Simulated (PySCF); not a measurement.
PySCF input for Al(Me)(NCO)(OH) (C₂H₄AlNO₂), SMILES [CH3][Al]([OH])[N]=C=O, TDDFT-PBE/def2-SVPD. Coordinates come from a PBE0-D3(BJ)/def2-SVP optimisation. The structure was generated by enumeration; whether it is a known compound was not checked. The values are those of a single conformer.

```python
import numpy as np
from pyscf import gto, scf, dft, tdscf

mol = gto.M(
    atom='''
    Al    0.07788451    0.90537831   -0.00000000
    C    -1.52818794    1.97676702   -0.00000000
    H    -2.14944950    1.75974527    0.88422628
    H    -2.14944950    1.75974527   -0.88422627
    H    -1.29594555    3.05227473   -0.00000000
    N     0.00935726   -0.87975233    0.00000000
    C    -0.07114422   -2.07725890    0.00000001
    O    -0.14708946   -3.24438878   -0.00000000
    O     1.60479419    1.64709016   -0.00000000
    H     2.45120023    1.19792319    0.00000001
    ''',
    basis='def2-SVPD',
    charge=0,
    spin=0,
    symmetry=True,
    max_memory=1600,
    verbose=4,
)
mf = dft.RKS(mol, xc='pbe').density_fit(auxbasis='def2-universal-jkfit')
mf.grids.level = 3
mf.conv_tol = 1e-9
mf.max_cycle = 100
mf.kernel()
mf.grids = dft.Grids(mol).set(level=1).build(with_non0tab=True)  # coarser grid for the response kernel
td = tdscf.TDDFT(mf)
td.singlet = True
td.nstates = 10
td.conv_tol = 1e-4
td.positive_eig_threshold = 1e-6
td.kernel(x0=td.get_init_guess(mf, 15))
td.analyze()
tt = tdscf.TDA(mf)
tt.singlet = False
tt.nstates = 4
tt.conv_tol = 1e-4
tt.positive_eig_threshold = 1e-6
tt.kernel(x0=tt.get_init_guess(mf, 9))
tt.analyze(verbose=3)
```

Log of the run:

```
PySCF version 2.14.0

[INPUT] verbose = 4
[INPUT] num. atoms = 10
[INPUT] num. electrons = 52
[INPUT] charge = 0
[INPUT] spin (= nelec alpha-beta = 2S) = 0
[INPUT] symmetry True subgroup None
[INPUT] Mole.unit = angstrom
[INPUT] Symbol           X                Y                Z      unit          X                Y                Z       unit  Magmom
[INPUT]  1 Al     0.077884510000   0.905378310000   0.000000000000 AA    0.147180393246   1.710917045022   0.000000000000 Bohr   0.0
[INPUT]  2 C     -1.528187940000   1.976767020000   0.000000000000 AA   -2.887856673463   3.735548279873   0.000000000000 Bohr   0.0
[INPUT]  3 H     -2.149449500000   1.759745270000   0.884226280000 AA   -4.061870873583   3.325436609299   1.670945501343 Bohr   0.0
[INPUT]  4 H     -2.149449500000   1.759745270000  -0.884226270000 AA   -4.061870873583   3.325436609299  -1.670945482446 Bohr   0.0
[INPUT]  5 H     -1.295945550000   3.052274730000   0.000000000000 AA   -2.448982161849   5.767963296631   0.000000000000 Bohr   0.0
[INPUT]  6 N      0.009357260000  -0.879752330000   0.000000000000 AA    0.017682658676  -1.662490961148   0.000000000000 Bohr   0.0
[INPUT]  7 C     -0.071144220000  -2.077258900000   0.000000010000 AA   -0.134443091146  -3.925450410815   0.000000018897 Bohr   0.0
[INPUT]  8 O     -0.147089460000  -3.244388780000   0.000000000000 AA   -0.277958795210  -6.131006235812   0.000000000000 Bohr   0.0
[INPUT]  9 O      1.604794190000   1.647090160000   0.000000000000 AA    3.032621505393   3.112549304866   0.000000000000 Bohr   0.0
[INPUT] 10 H      2.451200230000   1.197923190000   0.000000010000 AA    4.632097111171   2.263746747365   0.000000018897 Bohr   0.0

nuclear repulsion = 246.819226692129
point group symmetry = Cs
symmetry origin: [ 3.63408790e-10 -2.18045301e-09  2.90727096e-09]
symmetry axis x: [ 1.00000000e+00  5.11940459e-10 -2.48922916e-11]
symmetry axis y: [ 5.11940459e-10 -1.00000000e+00  5.09146194e-10]
symmetry axis z: [2.48922914e-11 5.09146194e-10 1.00000000e+00]
num. orbitals of irrep A' = 111
num. orbitals of irrep A" = 51
number of shells = 68
number of NR pGTOs = 238
number of NR cGTOs = 162
basis = def2-SVPD
ecp = {}


[settings echo left out]
init E= -526.119558358225
HOMO (A') = -0.347527233816981  LUMO (A") = -0.0804904422038231  gap/eV = 7.26644
cycle= 1 E= -525.362123427471  delta_E= 0.757  |g|= 1.21  |ddm|= 4.98
HOMO (A') = -0.099814082080413  LUMO (A') = -0.0221130906694791  gap/eV = 2.11435
cycle= 2 E= -523.729080160278  delta_E= 1.63  |g|= 2.96  |ddm|= 3.81
HOMO (A') = -0.222517195509775  LUMO (A') = -0.044640670611066  gap/eV = 4.84027
cycle= 3 E= -525.568382971265  delta_E= -1.84  |g|= 0.62  |ddm|= 2.87
HOMO (A') = -0.265518437644576  LUMO (A') = -0.0532381828211634  gap/eV = 5.77644
cycle= 4 E= -525.64234938663  delta_E= -0.074  |g|= 0.284  |ddm|= 0.746
HOMO (A') = -0.267225593391203  LUMO (A") = -0.0508722263979267  gap/eV = 5.88727
cycle= 5 E= -525.652772431202  delta_E= -0.0104  |g|= 0.188  |ddm|= 0.39
HOMO (A') = -0.263524965624888  LUMO (A") = -0.0508500021639358  gap/eV = 5.78718
cycle= 6 E= -525.660337766438  delta_E= -0.00757  |g|= 0.0334  |ddm|= 0.163
HOMO (A') = -0.26161099385088  LUMO (A") = -0.0495609030423667  gap/eV = 5.77018
cycle= 7 E= -525.66054099666  delta_E= -0.000203  |g|= 0.0132  |ddm|= 0.041
HOMO (A') = -0.261305146311442  LUMO (A") = -0.0493833593750277  gap/eV = 5.76669
cycle= 8 E= -525.660578127065  delta_E= -3.71e-05  |g|= 0.00367  |ddm|= 0.0178
HOMO (A') = -0.261610385332457  LUMO (A") = -0.0495076205952025  gap/eV = 5.77161
cycle= 9 E= -525.660581205009  delta_E= -3.08e-06  |g|= 0.000967  |ddm|= 0.00445
HOMO (A') = -0.261573937053912  LUMO (A") = -0.049547316596271  gap/eV = 5.76954
cycle= 10 E= -525.660581452499  delta_E= -2.47e-07  |g|= 0.000209  |ddm|= 0.00159
HOMO (A') = -0.261580349716547  LUMO (A") = -0.0495354231428538  gap/eV = 5.77004
cycle= 11 E= -525.660581463386  delta_E= -1.09e-08  |g|= 6.69e-05  |ddm|= 0.000511
HOMO (A') = -0.261580238891279  LUMO (A") = -0.0495380712591431  gap/eV = 5.76996
cycle= 12 E= -525.660581464525  delta_E= -1.14e-09  |g|= 9.62e-06  |ddm|= 0.000122
HOMO (A') = -0.261579363005666  LUMO (A") = -0.0495373202782061  gap/eV = 5.76996
cycle= 13 E= -525.660581464545  delta_E= -2.03e-11  |g|= 3.93e-06  |ddm|= 1.51e-05
HOMO (A') = -0.261579944899391  LUMO (A") = -0.0495375073308479  gap/eV = 5.76997
Extra cycle  E= -525.660581464518  delta_E= 2.67e-11  |g|= 1.11e-05  |ddm|= 1.34e-05
converged SCF energy = -525.660581464518
tot grids = 42080
Overwritten attributes  positive_eig_threshold  of <class 'pyscf.tdscf.rks.CasidaTDDFT'>


******** <class 'pyscf.tdscf.rks.CasidaTDDFT'> for <class 'pyscf.df.df_jk.DFSymAdaptedRKS'> ********
nstates = 10 singlet
deg_eia_thresh = 1.000e-03
wfnsym = None
conv_tol = 0.0001
eigh lindep = 1e-12
eigh level_shift = 0
eigh max_cycle = 100


Excitation energies (eV)
[5.79963452 5.88846193 6.05527715 6.37010474 6.668982   6.79966385
 6.80872419 6.92674903 6.9771181  7.132247  ]

** Singlet excitation energies and oscillator strengths **
Excited State   1:   A"      5.79963 eV    213.78 nm  f=0.0011
      26 -> 27       -0.70586
Excited State   2:   A'      5.88846 eV    210.55 nm  f=0.0236
      25 -> 27        0.10869
      26 -> 28       -0.69401
Excited State   3:   A"      6.05528 eV    204.75 nm  f=0.0007
      25 -> 28        0.70623
Excited State   4:   A'      6.37010 eV    194.63 nm  f=0.0771
      25 -> 27       -0.64488
      26 -> 29       -0.24519
Excited State   5:   A"      6.66898 eV    185.91 nm  f=0.0038
      23 -> 28        0.49950
      24 -> 27       -0.49812
Excited State   6:   A'      6.79966 eV    182.34 nm  f=0.0479
      23 -> 27       -0.18850
      24 -> 28       -0.66408
Excited State   7:   A"      6.80872 eV    182.10 nm  f=0.0698
      22 -> 27        0.11569
      23 -> 28        0.48781
      24 -> 27        0.48411
Excited State   8:   A'      6.92675 eV    178.99 nm  f=0.0445
      22 -> 28       -0.40698
      23 -> 27       -0.52776
      24 -> 28        0.17429
      26 -> 29        0.11030
Excited State   9:   A"      6.97712 eV    177.70 nm  f=0.0051
      22 -> 27        0.69706
Excited State  10:   A'      7.13225 eV    173.84 nm  f=0.0387
      22 -> 28       -0.55018
      23 -> 27        0.39324

** Transition electric dipole moments (AU) **
state          X           Y           Z        Dip. S.      Osc.
  1         0.0000     -0.0000      0.0861      0.0074      0.0011
  2         0.4040     -0.0112     -0.0000      0.1633      0.0236
  3         0.0000     -0.0000     -0.0704      0.0049      0.0007
  4         0.2087      0.6710     -0.0000      0.4938      0.0771
  5        -0.0000     -0.0000      0.1520      0.0231      0.0038
  6        -0.4321      0.3172      0.0000      0.2873      0.0479
  7        -0.0000     -0.0000      0.6469      0.4185      0.0698
  8         0.4616     -0.2220     -0.0000      0.2623      0.0445
  9         0.0000      0.0000     -0.1726      0.0298      0.0051
 10        -0.4554     -0.1183     -0.0000      0.2214      0.0387

** Transition velocity dipole moments (imaginary part, AU) **
state          X           Y           Z        Dip. S.      Osc.
  1        -0.0000      0.0000      0.0173      0.0003      0.0009
  2         0.0909     -0.0024     -0.0000      0.0083      0.0255
  3         0.0000     -0.0000     -0.0229      0.0005      0.0016
  4         0.0491      0.1578     -0.0000      0.0273      0.0777
  5         0.0000     -0.0000      0.0334      0.0011      0.0030
  6        -0.1121      0.0815      0.0000      0.0192      0.0512
  7        -0.0000     -0.0000      0.1600      0.0256      0.0682
  8         0.1157     -0.0580     -0.0000      0.0168      0.0439
  9         0.0000      0.0000     -0.0471      0.0022      0.0058
 10        -0.1234     -0.0310     -0.0000      0.0162      0.0412

** Transition magnetic dipole moments (imaginary part, AU) **
state          X           Y           Z
  1        -0.1529     -0.4274      0.0000
  2         0.0000     -0.0000      0.0396
  3        -0.2656      0.1774      0.0000
  4         0.0000     -0.0000      0.0639
  5         0.2523      0.7598     -0.0000
  6         0.0000      0.0000     -0.4236
  7        -0.6530     -0.0377     -0.0000
  8        -0.0000      0.0000      0.4445
  9         0.4826     -0.3774      0.0000
 10         0.0000     -0.0000      0.0538
Overwritten attributes  positive_eig_threshold  of <class 'pyscf.tdscf.rks.TDA'>


******** <class 'pyscf.tdscf.rks.TDA'> for <class 'pyscf.df.df_jk.DFSymAdaptedRKS'> ********
nstates = 4 triplet
deg_eia_thresh = 1.000e-03
wfnsym = None
conv_tol = 0.0001
eigh lindep = 1e-12
eigh level_shift = 0
eigh max_cycle = 100


Excitation energies (eV)
[5.6575921  5.7046161  5.73634497 5.943188  ]

** Triplet excitation energies and oscillator strengths **
Excited State   1:   A"      5.65759 eV    219.15 nm  f=0.0000
Excited State   2:   A'      5.70462 eV    217.34 nm  f=0.0000
Excited State   3:   A'      5.73634 eV    216.14 nm  f=0.0000
Excited State   4:   A"      5.94319 eV    208.62 nm  f=0.0000
```

The calculation finished and met its thresholds.
